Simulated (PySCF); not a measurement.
## Exercise with solution: chemical shift, span and skew from a shielding tensor

Si(H)2(OMe)(NH2) (CH7NOSi), SMILES CO[SiH2]N. Atoms are numbered in the order given.

```xyz
11

Si     0.4770     0.5230     0.0000
N     -0.3954     2.0026     0.0000
O     -0.5365    -0.8086     0.0000
C     -0.0907    -2.1416     0.0000
H      1.3220     0.4808    -1.2295
H      1.3220     0.4808     1.2295
H     -0.8950     2.2934     0.8352
H     -0.8950     2.2934    -0.8352
H      0.5181    -2.3790    -0.8945
H      0.5181    -2.3790     0.8945
H     -0.9648    -2.8123     0.0000
```
Charge 0, spin multiplicity 1.

Geometry optimised at B3LYP-D3(BJ)/def2-SVP. The values are those of a single conformer.

GIAO shieldings from HF/pcSseg-1 in PySCF, non-relativistic, no solvent. The symmetric part of the tensor of C4 has the principal values 121.8, 124.2, 187.6 ppm. The same nucleus in TMS has σ = 192.6 ppm at this level (PySCF, at its B3LYP-D3(BJ)/def2-TZVP geometry).

Q: Work out the isotropic shielding, the ¹³C shift against TMS, the span and the skew.

A: 
σ(iso) = (σ11 + σ22 + σ33)/3 = 144.5 ppm. δ = σ(ref) − σ(iso) = 192.6 − (144.5) = 48.1 ppm.
Span Ω = σ33 − σ11 = 65.8 ppm. Skew κ = 3(σ(iso) − σ22)/Ω = 0.93. Tumbling in solution averages the tensor to δ; in a static solid the shielding alone would spread this spin-1/2 line over Ω.
